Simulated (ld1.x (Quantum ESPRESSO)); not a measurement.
## What one change does to a pseudopotential (cadmium (Cd), TM semilocal)

Cd (Z = 48), norm-conserving Troullier–Martins (semilocal form), made with ld1.x (Quantum ESPRESSO) 7.5 (LDA (PZ), scalar-relativistic). Core [Kr], reference 4d10 5s1 5p1. Waves: 5s (bound): rc 2.05 bohr; 4d (bound): rc 1.15 bohr; 5p (bound): rc 2.75 bohr. Local part: the p channel. Core correction: none.

Change: core correction a·sin(br)/r model core inside 0.78 bohr.

Cutoffs: the cutoffs (Ry, on a coarse ladder) from which the occupation-weighted sum of valence levels, in a spherical-Bessel basis at the reference potential, stays within 10 and 1 mRy of its value at 400 Ry; they do not see the model core or the augmentation charge, which bear on the density cutoff. Errors are all-electron minus pseudo energies relative to the spin-unpolarised reference configuration.

How do hardness, ghosts and transferability respond?

The potential gets neither clearly harder nor softer (90 Ry and 110 Ry → 90 Ry and 110 Ry); of the 9 tests that both files solve, the error grows in 5 and shrinks in 2 by more than 15 % and 0.3 meV (median size 5.4 → 2.7 meV); neither file shows a bound ghost. A semilocal file is local in each channel, so a ghost entry of none says nothing of the separable form that plane-wave codes build from it. A model core, the more so a compact one, raises the density cutoff, which this test does not measure.

| quantity | base | changed |
| --- | --- | --- |
| cutoff, loose | 90 Ry | 90 Ry |
| cutoff, tight | 110 Ry | 110 Ry |
| bound ghosts | none | none |
| error for 4d10 5s2 5p0, meV [ΔE -4.79 eV] | +1.2 | -1.0 |
| error for 4d10 5s1 5p0, meV [ΔE 4.84 eV] | -1.8 | -2.7 |
| error for 4d10 5s0 5p0, meV [ΔE 22.36 eV] | -5.4 | -26 |
| error for 4d9 5s0 5p0, meV [ΔE 60.61 eV] | +46 | -44 |
| error for 4d9 5s2 5p1, meV [ΔE 7.80 eV] | -95 | -120 |
| error for 4d8 5s0 5p0, meV [ΔE 114.89 eV] | -45 | -334 |
| error for 4d10 5s1.5 5p0, meV [ΔE -0.91 eV] | -0.2 | -0.7 |
| error for 4d10 5s1 5p1 (spin-polarised), meV [ΔE -0.51 eV] | +11 | +2.5 |
| error for 4d10 5s1 5p0 (spin-polarised), meV [ΔE 4.65 eV] | +4.8 | -2.3 |
| s: phases at 3.00 bohr within 0.05 rad from the reference energy up to (Ry; the scan ends near 5) | 2.0 | 2.0 |
| p: phases at 3.00 bohr within 0.05 rad from the reference energy up to (Ry; the scan ends near 5) | 2.6 | 2.6 |
| d: phases at 3.00 bohr within 0.05 rad from the reference energy up to (Ry; the scan ends near 5) | to the end of the scan | to the end of the scan |
